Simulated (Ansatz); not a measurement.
`C[O][Sn][Cl]` + HBr → `[Cl][Sn][Br]` + CH₃OH  (ligand exchange at the Sn–O bond)

Computed with Ansatz on PBE0-D4/def2-TZVP structures; ΔE is electronic, products minus reactants. CCSD(T)/CBS is the MP2 limit (def2-TZVPP, def2-QZVPP) plus CCSD(T) − MP2 in def2-TZVPP, frozen cores. This one scheme is used for every species. DFT in def2-TZVPP. B3LYP here is the variant with VWN-RPA as its local correlation; programs differ in this. Elements past krypton have def2 core potentials. For Br, Sn outer-core shells are correlated without core-valence functions, which leaves a few kJ/mol of doubt a bond. Scalar relativity is left out up to krypton. One conformer a species, not always the lowest.

| level | ΔE (kJ/mol) | difference from CCSD(T)/CBS |
| --- | --- | --- |
| PBE0-D4 | -77.6 | -9.3 |
| r2SCAN0-D4 | -77.7 | -9.4 |
| PBE-QIDH | -75.5 | -7.2 |
| B3LYP | -73.8 | -5.5 |
| r2SCANh | -74.0 | -5.7 |
| RPA@PBE/def2-TZVPP | -57.7 | 10.6 |
| MP2/def2-SVP | -62.4 | 5.9 |
| CCSD/def2-SVP | -65.1 | 3.2 |
| CCSD(T)/def2-SVP | -61.4 | 6.9 |
| HF/CBS(def2) | -88.3 | -20.0 |
| CCSD(T)/CBS | -68.3 | 0 |

(1) What do rigid-rotor, harmonic-oscillator terms from PBE0-D4/def2-TZVP frequencies (298.15 K, 1 bar) make of the CCSD(T)/CBS value? (Best estimate.)

Largest T1 diagnostic among the species: 0.017.

Answers

(1) The calculation gave: ΔZPE = +12.0 kJ/mol, ΔH = -58.0 kJ/mol, ΔS = 18 J/(mol·K), ΔG = -63.3 kJ/mol.

From PBE to PBE0 (25 % exact exchange), in def2-TZVPP and without D4, ΔE moves by −8.3 kJ/mol. At CCSD(T), def2-SVP lies +6.9 kJ/mol from the extrapolated value and def2-TZVPP +5.3 kJ/mol. In def2-TZVPP, CCSD(T) changes the Hartree–Fock value by +26.6 kJ/mol (the triples alone add +4.0 kJ/mol) and MP2 by +24.9 kJ/mol.
